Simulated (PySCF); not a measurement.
H2AlFS2, singlet, at a GFN2-xTB geometry (such geometries of metal compounds can be far from the true shape), with bond 6-5 at 2.4 times its length; CASSCF(10,8)/STO-3G run with PySCF.

PySCF was given this input:
```python
from pyscf import gto, scf, mcscf
import numpy

mol = gto.Mole()
mol.atom = '''
    Al    0.158320   -0.344807    0.062146
    F     0.943104   -1.708515    0.556843
    S     0.349079    1.394362    1.386274
    H     1.121440    0.704358    2.215857
    S    -0.995692   -0.260433   -1.790097
    H    -1.778194    2.793138   -1.271884
'''
mol.basis = 'sto-3g'
mol.charge = 0
mol.spin = 0
mol.verbose = 4
mol.build()

mf = scf.RHF(mol)
mf.kernel()
mc = mcscf.CASSCF(mf, 8, 10)
mc.fix_spin_(ss=0.0)
mc.kernel()
occ = numpy.linalg.eigvalsh(mc.fcisolver.make_rdm1(mc.ci, mc.ncas, mc.nelecas))[::-1]
ss = mc.fcisolver.spin_square(mc.ci, mc.ncas, mc.nelecas)[0]
print('natural occupations', occ.round(4), ' <S^2>', round(ss, 4))
```

What the program printed (banner, timings and long lists left out):

```
PySCF version 2.14.0

[INPUT] verbose = 4
[INPUT] num. atoms = 6
[INPUT] num. electrons = 56
[INPUT] charge = 0
[INPUT] spin (= nelec alpha-beta = 2S) = 0
[INPUT] symmetry False subgroup None
[INPUT] Mole.unit = angstrom
[INPUT] Symbol           X                Y                Z      unit          X                Y                Z       unit  Magmom
[INPUT]  1 Al     0.158320000000  -0.344807000000   0.062146000000 AA    0.299181440041  -0.651590795833   0.117438919737 Bohr   0.0
[INPUT]  2 F      0.943104000000  -1.708515000000   0.556843000000 AA    1.782208266982  -3.228625429711   1.052280764381 Bohr   0.0
[INPUT]  3 S      0.349079000000   1.394362000000   1.386274000000 AA    0.659663705837   2.634962298501   2.619678193605 Bohr   0.0
[INPUT]  4 H      1.121440000000   0.704358000000   2.215857000000 AA    2.119214465132   1.331043713646   4.187362861200 Bohr   0.0
[INPUT]  5 S     -0.995692000000  -0.260433000000  -1.790097000000 AA   -1.881585184420  -0.492147043799  -3.382793066406 Bohr   0.0
[INPUT]  6 H     -1.778194000000   2.793138000000  -1.271884000000 AA   -3.360299656345   5.278265848115  -2.403512422216 Bohr   0.0

nuclear repulsion = 239.608269303964
number of shells = 20
number of NR pGTOs = 102
number of NR cGTOs = 34
basis = sto-3g
ecp = {}

******** <class 'pyscf.scf.hf.RHF'> ********
method = RHF
initial guess = minao
damping factor = 0
level_shift factor = 0
DIIS = <class 'pyscf.scf.diis.CDIIS'>
diis_start_cycle = 1
diis_space = 8
diis_damp = 0
SCF conv_tol = 1e-09
SCF conv_tol_grad = None
SCF max_cycles = 50
direct_scf = True
direct_scf_tol = 1e-13
Set gradient conv threshold to 3.16228e-05
Initial guess from minao.
init E= -1123.56401484884
  HOMO = -0.325480570878791  LUMO = -0.192502348870014  gap/eV = 3.61852
cycle= 1 E= -1123.97062966102  delta_E= -0.407  |g|= 0.529  |ddm|= 3.01
  HOMO = 0.0285349702670937  LUMO = 0.0532401741508048  gap/eV = 0.67226
cycle= 2 E= -1123.96247552288  delta_E= 0.00815  |g|= 0.587  |ddm|= 3.19
  HOMO = -0.133317137141686  LUMO = -0.0492489218670487  gap/eV = 2.28761
cycle= 3 E= -1124.33400895463  delta_E= -0.372  |g|= 0.0538  |ddm|= 1.95
  HOMO = -0.169503639771883  LUMO = 0.0379772154138972  gap/eV = 5.64584
cycle= 4 E= -1124.33403912162  delta_E= -3.02e-05  |g|= 0.0567  |ddm|= 0.18
  HOMO = -0.166981085590522  LUMO = 0.0433050152727964  gap/eV = 5.72218
cycle= 5 E= -1124.33594154518  delta_E= -0.0019  |g|= 0.0223  |ddm|= 0.0837
  HOMO = -0.162322763369173  LUMO = 0.0414162728259717  gap/eV = 5.54402
cycle= 6 E= -1124.33630191633  delta_E= -0.00036  |g|= 0.00206  |ddm|= 0.0551
  HOMO = -0.162096408307342  LUMO = 0.0417616521389409  gap/eV = 5.54726
cycle= 7 E= -1124.3363089729  delta_E= -7.06e-06  |g|= 0.00111  |ddm|= 0.0102
  HOMO = -0.162258278266502  LUMO = 0.0417003405534374  gap/eV = 5.55000
cycle= 8 E= -1124.33631128193  delta_E= -2.31e-06  |g|= 0.000422  |ddm|= 0.00572
  HOMO = -0.162242847238335  LUMO = 0.0416746079479331  gap/eV = 5.54888
cycle= 9 E= -1124.33631189643  delta_E= -6.14e-07  |g|= 0.00026  |ddm|= 0.00368
  HOMO = -0.162251871388353  LUMO = 0.0416869693364985  gap/eV = 5.54946
cycle= 10 E= -1124.33631204933  delta_E= -1.53e-07  |g|= 3.69e-05  |ddm|= 0.00233
  HOMO = -0.162259357409624  LUMO = 0.0416865386432153  gap/eV = 5.54965
cycle= 11 E= -1124.33631205196  delta_E= -2.63e-09  |g|= 1.53e-05  |ddm|= 0.000233
  HOMO = -0.162259499983526  LUMO = 0.0416859402189065  gap/eV = 5.54964
cycle= 12 E= -1124.33631205279  delta_E= -8.25e-10  |g|= 1.25e-05  |ddm|= 0.000101
  HOMO = -0.162259651725251  LUMO = 0.0416859743898185  gap/eV = 5.54964
Extra cycle  E= -1124.33631205326  delta_E= -4.72e-10  |g|= 1.15e-05  |ddm|= 6.39e-05
converged SCF energy = -1124.33631205326

******** <class 'pyscf.mcscf.mc1step.CASSCF'> ********
CAS (5e+5e, 8o), ncore = 23, nvir = 3
max_cycle_macro = 50
max_cycle_micro = 4
conv_tol = 1e-07
conv_tol_grad = None
orbital rotation max_stepsize = 0.02
orbital rotation threshold for CI restart = 0.01
augmented hessian ah_max_cycle = 30
augmented hessian ah_conv_tol = 1e-12
augmented hessian ah_linear dependence = 1e-14
augmented hessian ah_level shift = 1e-08
augmented hessian ah_start_tol = 2.5
augmented hessian ah_start_cycle = 3
augmented hessian ah_grad_trust_region = 3
kf_trust_region = 3
kf_interval = 4
ci_response_space = 4
ci_grad_trust_region = 3
with_dep4 0
natorb = False
canonicalization = True
sorting_mo_energy = False
ao2mo_level = 2
internal_rotation = False
******** <class 'pyscf.fci.addons.SpinPenaltyFCISolver'> ********
max. cycles = 50
conv_tol = 1e-08
davidson only = True
linear dependence = 1e-12
level shift = 0.001
max iter space = 12
nroots = 1
pspace_size = 400
spin = None
CASCI E = -1124.55849832492  S^2 = 0.0000000
Set conv_tol_grad to 0.000316228
macro iter   1 ( 21 JK    4 micro), CASSCF E = -1124.56477858517  dE = -6.28026025e-03  S^2 = 0.0000000
               |grad[o]|=0.0442  |grad[c]|=0.0262  |ddm|=0.0347  |maxRot[o]|= 0.17
macro iter   2 ( 21 JK    4 micro), CASSCF E = -1124.56660649877  dE = -1.82791360e-03  S^2 = 0.0000000
               |grad[o]|=0.0237  |grad[c]|=0.0124  |ddm|=0.00914  |maxRot[o]|= 0.16
macro iter   3 ( 21 JK    4 micro), CASSCF E = -1124.56758937318  dE = -9.82874412e-04  S^2 = 0.0000000
               |grad[o]|=0.0121  |grad[c]|=0.00945  |ddm|=0.00662  |maxRot[o]|=0.177
macro iter   4 ( 21 JK    4 micro), CASSCF E = -1124.56812212684  dE = -5.32753657e-04  S^2 = 0.0000000
               |grad[o]|=0.00681  |grad[c]|=0.0645  |ddm|=0.0362  |maxRot[o]|=0.231
macro iter   5 (  7 JK    2 micro), CASSCF E = -1124.56839877073  dE = -2.76643892e-04  S^2 = 0.0000000
               |grad[o]|=0.00563  |grad[c]|=0.00877  |ddm|=0.00623  |maxRot[o]|=0.0699
macro iter   6 (  7 JK    2 micro), CASSCF E = -1124.56871233241  dE = -3.13561672e-04  S^2 = 0.0000000
               |grad[o]|=0.00492  |grad[c]|=0.00859  |ddm|=0.00646  |maxRot[o]|=0.0699
macro iter   7 (  7 JK    2 micro), CASSCF E = -1124.56905054765  dE = -3.38215243e-04  S^2 = 0.0000000
               |grad[o]|=0.00439  |grad[c]|=0.0106  |ddm|=0.00655  |maxRot[o]|=0.0699
macro iter   8 (  7 JK    2 micro), CASSCF E = -1124.56941005679  dE = -3.59509140e-04  S^2 = 0.0000000
               |grad[o]|=0.00409  |grad[c]|=0.0111  |ddm|=0.00613  |maxRot[o]|=0.0699
macro iter   9 (  7 JK    2 micro), CASSCF E = -1124.56978694417  dE = -3.76887386e-04  S^2 = 0.0000000
               |grad[o]|=0.00404  |grad[c]|=0.00963  |ddm|=0.0053  |maxRot[o]|=0.0699
macro iter  10 (  7 JK    2 micro), CASSCF E = -1124.57016934000  dE = -3.82395832e-04  S^2 = 0.0000000
               |grad[o]|=0.00421  |grad[c]|=0.00687  |ddm|=0.00435  |maxRot[o]|=0.0699
macro iter  11 (  7 JK    2 micro), CASSCF E = -1124.57054175341  dE = -3.72413405e-04  S^2 = 0.0000000
               |grad[o]|=0.00452  |grad[c]|=0.0034  |ddm|=0.00336  |maxRot[o]|=0.0699
macro iter  12 ( 21 JK    4 micro), CASSCF E = -1124.57080133732  dE = -2.59583909e-04  S^2 = 0.0000000
               |grad[o]|=0.00482  |grad[c]|=0.00584  |ddm|=0.00366  |maxRot[o]|=0.126
macro iter  13 (  7 JK    2 micro), CASSCF E = -1124.57107666554  dE = -2.75328219e-04  S^2 = 0.0000000
               |grad[o]|=0.00346  |grad[c]|=0.0013  |ddm|=0.00279  |maxRot[o]|=0.0699
macro iter  14 ( 21 JK    4 micro), CASSCF E = -1124.57112679155  dE = -5.01260081e-05  S^2 = 0.0000000
               |grad[o]|=0.00379  |grad[c]|=0.00517  |ddm|=0.00396  |maxRot[o]|=0.0418
macro iter  15 (  7 JK    2 micro), CASSCF E = -1124.57140768243  dE = -2.80890889e-04  S^2 = 0.0000000
               |grad[o]|=0.00289  |grad[c]|=0.00142  |ddm|=0.00213  |maxRot[o]|=0.0699
macro iter  16 ( 21 JK    4 micro), CASSCF E = -1124.57142409028  dE = -1.64078481e-05  S^2 = 0.0000000
               |grad[o]|=0.00317  |grad[c]|=0.00648  |ddm|=0.00365  |maxRot[o]|=0.0532
macro iter  17 (  7 JK    2 micro), CASSCF E = -1124.57168726120  dE = -2.63170915e-04  S^2 = 0.0000000
               |grad[o]|=0.0026  |grad[c]|=0.00327  |ddm|=0.00168  |maxRot[o]|=0.0699
macro iter  18 ( 21 JK    4 micro), CASSCF E = -1124.57177646178  dE = -8.92005812e-05  S^2 = 0.0000000
               |grad[o]|=0.0027  |grad[c]|=0.00908  |ddm|=0.00386  |maxRot[o]|=0.102
macro iter  19 ( 21 JK    4 micro), CASSCF E = -1124.57186187158  dE = -8.54098039e-05  S^2 = 0.0000000
               |grad[o]|=0.00237  |grad[c]|=0.00473  |ddm|=0.00321  |maxRot[o]|=0.0402
macro iter  20 ( 21 JK    4 micro), CASSCF E = -1124.57197237987  dE = -1.10508287e-04  S^2 = 0.0000000
               |grad[o]|=0.00219  |grad[c]|=0.00472  |ddm|=0.0046  |maxRot[o]|=0.045
macro iter  21 ( 21 JK    4 micro), CASSCF E = -1124.57226022697  dE = -2.87847103e-04  S^2 = 0.0000000
               |grad[o]|=0.00238  |grad[c]|=0.00952  |ddm|=0.00811  |maxRot[o]|=0.0778
macro iter  22 ( 21 JK    4 micro), CASSCF E = -1124.57361070010  dE = -1.35047313e-03  S^2 = 0.0000000
               |grad[o]|=0.00344  |grad[c]|=0.0214  |ddm|=0.0151  |maxRot[o]|=0.187
macro iter  23 ( 21 JK    4 micro), CASSCF E = -1124.57592662640  dE = -2.31592629e-03  S^2 = 0.0000000
               |grad[o]|=0.00725  |grad[c]|=0.0128  |ddm|=0.0209  |maxRot[o]|=0.208
macro iter  24 ( 21 JK    4 micro), CASSCF E = -1124.57738762279  dE = -1.46099639e-03  S^2 = 0.0000000
               |grad[o]|=0.00911  |grad[c]|=0.0235  |ddm|=0.0438  |maxRot[o]|=0.236
macro iter  25 ( 21 JK    4 micro), CASSCF E = -1124.57812917417  dE = -7.41551383e-04  S^2 = 0.0000000
               |grad[o]|=0.00774  |grad[c]|=0.0174  |ddm|=0.0095  |maxRot[o]|= 0.12
macro iter  26 ( 12 JK    3 micro), CASSCF E = -1124.57824155122  dE = -1.12377048e-04  S^2 = 0.0000000
               |grad[o]|=0.00221  |grad[c]|=0.0163  |ddm|=0.0265  |maxRot[o]|=0.125
macro iter  27 ( 20 JK    4 micro), CASSCF E = -1124.57807673712  dE =  1.64814094e-04  S^2 = 0.0000000
               |grad[o]|=0.0019  |grad[c]|=0.00181  |ddm|=0.00311  |maxRot[o]|=0.115
macro iter  28 ( 21 JK    4 micro), CASSCF E = -1124.57822064425  dE = -1.43907129e-04  S^2 = 0.0000000
               |grad[o]|=0.00144  |grad[c]|=0.00178  |ddm|=0.00175  |maxRot[o]|=0.0673
macro iter  29 (  7 JK    2 micro), CASSCF E = -1124.57828529153  dE = -6.46472761e-05  S^2 = 0.0000000
               |grad[o]|=0.000888  |grad[c]|=0.000374  |ddm|=0.000995  |maxRot[o]|=0.0382
macro iter  30 (  6 JK    2 micro), CASSCF E = -1124.57830935249  dE = -2.40609618e-05  S^2 = 0.0000000
               |grad[o]|=0.000483  |grad[c]|=0.00184  |ddm|=0.00157  |maxRot[o]|=0.0353
macro iter  31 (  8 JK    2 micro), CASSCF E = -1124.57830809804  dE =  1.25445081e-06  S^2 = 0.0000000
               |grad[o]|=0.000166  |grad[c]|=0.000377  |ddm|=0.000283  |maxRot[o]|=0.0165
macro iter  32 ( 12 JK    3 micro), CASSCF E = -1124.57830912661  dE = -1.02857234e-06  S^2 = 0.0000000
               |grad[o]|=0.000215  |grad[c]|=0.000131  |ddm|=0.000596  |maxRot[o]|=0.0207
macro iter  33 (  5 JK    1 micro), CASSCF E = -1124.57831012916  dE = -1.00254874e-06  S^2 = 0.0000000
               |grad[o]|=0.000129  |grad[c]|=0.000286  |ddm|=0.000194  |maxRot[o]|=0.014
macro iter  34 (  4 JK    1 micro), CASSCF E = -1124.57831014323  dE = -1.40701104e-08  S^2 = 0.0000000
               |grad[o]|=4.21e-05  |grad[c]|=7.01e-05  |ddm|=8.83e-05  |maxRot[o]|=0.00131
1-step CASSCF converged in  34 macro (480 JK 102 micro) steps
CASSCF canonicalization
Density matrix diagonal elements [1.97802187 1.98429651 1.99465677 1.98787069 1.13433032 0.86850721
 0.01970922 0.03260742]
CASSCF energy = -1124.57831014323
CASCI E = -1124.57831014323  E(CI) = -16.8532132739676  S^2 = 0.0000000
natural occupations [1.9977 1.9961 1.9875 1.9708 1.1326 0.8676 0.0307 0.017 ]  <S^2> 0.0
```
